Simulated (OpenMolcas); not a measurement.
Lines of Re4+: computed and rescaled rates

| Quantity | Value |
| --- | --- |
| Program | OpenMolcas |
| Method | CASSCF |
| Basis | ANO-RCC-VQZP [9s8p6d4f3g2h] |
| Scalar Hamiltonian | X2C, point nucleus |
| Active space | 3 electrons in 5 orbitals (5d) |
| State averaging | 2S+1 = 4 even, 10 roots; 2S+1 = 2 even, 40 roots |
| Spin-orbit coupling | state interaction with AMFI integrals over the reference wave functions, term energies averaged over their components |

Rates come from the transition moments of the reference wave functions (E1 and E2 in the length form). At fixed line strength A goes as λ^-3 for E1 and M1 and as λ^-5 for E2, so a rate at the computed wavelength can be rescaled to the measured one. Measured vacuum wavelengths follow from level energies in the list in Brasseur, Gamrath and Quinet, At. Data Nucl. Data Tables 157, 101636 (2024). Branching counts decays inside the model space alone, at computed energies, and the table is only a selection of the E2 and M1 lines, drawn from those between levels with measured partners whose computed energy lies within a factor of 1.5 of the measured one.

```json
{"Upper": "5d³ ²D_5/2(2)", "Lower": "5d³ ⁴P_5/2", "Type": "M1", "λ computed (nm)": "268.2", "λ measured (nm)": "317", "A computed (s-1)": "2.87e+01", "A rescaled (s-1)": "", "Branching %": "23.3"}
{"Upper": "5d³ ²D_5/2(1)", "Lower": "5d³ ⁴F_7/2", "Type": "M1", "λ computed (nm)": "419.7", "λ measured (nm)": "505.9", "A computed (s-1)": "2.03e+01", "A rescaled (s-1)": "", "Branching %": "67.2"}
{"Upper": "5d³ ²D_5/2(2)", "Lower": "5d³ ²F_5/2", "Type": "M1", "λ computed (nm)": "495.1", "λ measured (nm)": "546.3", "A computed (s-1)": "1.94e+01", "A rescaled (s-1)": "", "Branching %": "15.8"}
{"Upper": "5d³ ²P_1/2", "Lower": "5d³ ⁴P_1/2", "Type": "M1", "λ computed (nm)": "917.7", "λ measured (nm)": "1070", "A computed (s-1)": "1.84e+01", "A rescaled (s-1)": "", "Branching %": "92.3"}
{"Upper": "5d³ ²G_7/2", "Lower": "5d³ ⁴F_5/2", "Type": "M1", "λ computed (nm)": "599.9", "λ measured (nm)": "706.2", "A computed (s-1)": "1.40e+01", "A rescaled (s-1)": "", "Branching %": "69.1"}
{"Upper": "5d³ ²G_9/2 [55 %]", "Lower": "5d³ ²H_9/2 [57 %]", "Type": "M1", "λ computed (nm)": "916.6", "λ measured (nm)": "961.7", "A computed (s-1)": "1.23e+01", "A rescaled (s-1)": "", "Branching %": "38.8"}
{"Upper": "5d³ ²G_9/2 [55 %]", "Lower": "5d³ ²G_7/2", "Type": "M1", "λ computed (nm)": "866.2", "λ measured (nm)": "880.9", "A computed (s-1)": "1.20e+01", "A rescaled (s-1)": "1.14e+01", "Branching %": "38.0"}
{"Upper": "5d³ ²P_3/2 [58 %]", "Lower": "5d³ ⁴P_5/2", "Type": "M1", "λ computed (nm)": "704.5", "λ measured (nm)": "844.3", "A computed (s-1)": "1.15e+01", "A rescaled (s-1)": "", "Branching %": "24.7"}
{"Upper": "5d³ ²P_3/2 [58 %]", "Lower": "5d³ ⁴F_5/2", "Type": "M1", "λ computed (nm)": "305.4", "λ measured (nm)": "358.3", "A computed (s-1)": "1.07e+01", "A rescaled (s-1)": "", "Branching %": "23.1"}
{"Upper": "5d³ ²H_9/2 [57 %]", "Lower": "5d³ ⁴F_9/2", "Type": "M1", "λ computed (nm)": "1046", "λ measured (nm)": "1242", "A computed (s-1)": "7.68e+00", "A rescaled (s-1)": "", "Branching %": "53.7"}
{"Upper": "5d³ ²F_7/2", "Lower": "5d³ ⁴F_9/2", "Type": "M1", "λ computed (nm)": "357.1", "λ measured (nm)": "440.3", "A computed (s-1)": "7.54e+00", "A rescaled (s-1)": "", "Branching %": "42.8"}
{"Upper": "5d³ ²H_9/2 [57 %]", "Lower": "5d³ ⁴F_7/2", "Type": "M1", "λ computed (nm)": "768.3", "λ measured (nm)": "909.6", "A computed (s-1)": "6.63e+00", "A rescaled (s-1)": "", "Branching %": "46.3"}
{"Upper": "5d³ ²G_7/2", "Lower": "5d³ ⁴F_7/2", "Type": "M1", "λ computed (nm)": "807.7", "λ measured (nm)": "996", "A computed (s-1)": "6.15e+00", "A rescaled (s-1)": "", "Branching %": "30.5"}
{"Upper": "5d³ ²F_7/2", "Lower": "5d³ ²G_7/2", "Type": "M1", "λ computed (nm)": "524.2", "λ measured (nm)": "640.5", "A computed (s-1)": "5.43e+00", "A rescaled (s-1)": "", "Branching %": "30.8"}
{"Upper": "5d³ ²F_5/2", "Lower": "5d³ ⁴F_3/2", "Type": "M1", "λ computed (nm)": "248.6", "λ measured (nm)": "292.7", "A computed (s-1)": "5.20e+00", "A rescaled (s-1)": "", "Branching %": "33.4"}
{"Upper": "5d³ ²G_9/2 [55 %]", "Lower": "5d³ ⁴F_7/2", "Type": "M1", "λ computed (nm)": "418", "λ measured (nm)": "467.5", "A computed (s-1)": "4.39e+00", "A rescaled (s-1)": "", "Branching %": "13.8"}
{"Upper": "5d³ ⁴F_5/2", "Lower": "5d³ ⁴F_3/2", "Type": "M1", "λ computed (nm)": "2181", "λ measured (nm)": "2061", "A computed (s-1)": "3.83e+00", "A rescaled (s-1)": "4.54e+00", "Branching %": "100.0"}
{"Upper": "5d³ ²H_11/2", "Lower": "5d³ ²H_9/2 [57 %]", "Type": "M1", "λ computed (nm)": "1273", "λ measured (nm)": "1406", "A computed (s-1)": "3.41e+00", "A rescaled (s-1)": "2.53e+00", "Branching %": "56.1"}
{"Upper": "5d³ ²F_5/2", "Lower": "5d³ ⁴P_5/2", "Type": "M1", "λ computed (nm)": "585.4", "λ measured (nm)": "755.3", "A computed (s-1)": "3.13e+00", "A rescaled (s-1)": "", "Branching %": "20.1"}
{"Upper": "5d³ ⁴F_7/2", "Lower": "5d³ ⁴F_5/2", "Type": "M1", "λ computed (nm)": "2331", "λ measured (nm)": "2427", "A computed (s-1)": "3.08e+00", "A rescaled (s-1)": "2.73e+00", "Branching %": "100.0"}
{"Upper": "5d³ ²F_5/2", "Lower": "5d³ ²G_7/2", "Type": "M1", "λ computed (nm)": "527.3", "λ measured (nm)": "660.1", "A computed (s-1)": "3.02e+00", "A rescaled (s-1)": "", "Branching %": "19.4"}
{"Upper": "5d³ ²H_11/2", "Lower": "5d³ ⁴F_9/2", "Type": "M1", "λ computed (nm)": "574.2", "λ measured (nm)": "659.5", "A computed (s-1)": "2.65e+00", "A rescaled (s-1)": "", "Branching %": "43.7"}
{"Upper": "5d³ ⁴P_1/2", "Lower": "5d³ ⁴F_3/2", "Type": "M1", "λ computed (nm)": "586.4", "λ measured (nm)": "698.1", "A computed (s-1)": "1.18e+00", "A rescaled (s-1)": "", "Branching %": "69.5"}
{"Upper": "5d³ ⁴F_9/2", "Lower": "5d³ ⁴F_7/2", "Type": "M1", "λ computed (nm)": "2894", "λ measured (nm)": "3400", "A computed (s-1)": "9.28e-01", "A rescaled (s-1)": "5.72e-01", "Branching %": "100.0"}
{"Upper": "5d³ ⁴P_1/2", "Lower": "5d³ ⁴F_3/2", "Type": "E2", "λ computed (nm)": "586.4", "λ measured (nm)": "698.1", "A computed (s-1)": "3.13e-01", "A rescaled (s-1)": "1.31e-01", "Branching %": "18.5"}
```

Spin-changing lines and M1 lines between different terms are not rescaled, since their strength hangs on the term gaps too.

The largest correction is for 5d³ ⁴P_1/2 → 5d³ ⁴F_3/2 (E2): 3.13e-01 × (586.4 / 698.1)^5 = 1.31e-01 s-1, a factor of 0.42.

The computed rate and branching of 5d³ ⁴F_5/2 → 5d³ ⁴F_3/2 give the upper level a radiative lifetime of 1.000 / 3.83e+00 s-1 = 2.61e-01 s, counting decays inside the model space alone. The rescaled rate gives about 2.2e-01 s.

These are rates of the free ion; in crystals, glasses and complexes forced electric-dipole and non-radiative decay shorten such lifetimes by orders of magnitude. No measured rate stands beside these. Rescaling mends the energy factor alone: line strengths can still be far off where a level mixes with configurations outside the active space, and weak or spin-changing lines hang on small mixing coefficients that depend on the term gaps too, so rescaling need not improve them.

Without dynamic correlation excited terms often stand tens of per cent too high (terms of higher spin than the ground term too low), and those without a measured partner can miss by more than the paired ones. Computed and measured levels are paired by configuration, term and J; levels that our copy of the source lacks, or whose pairing is in doubt (as where it misses far off the trend of its configuration), stay unpaired. Levels of configurations outside the active space are missing.

A share in square brackets marks a mixed level and gives the weight of the term that names it. A number in round brackets counts repeated terms of one configuration in the order of the reference energies.
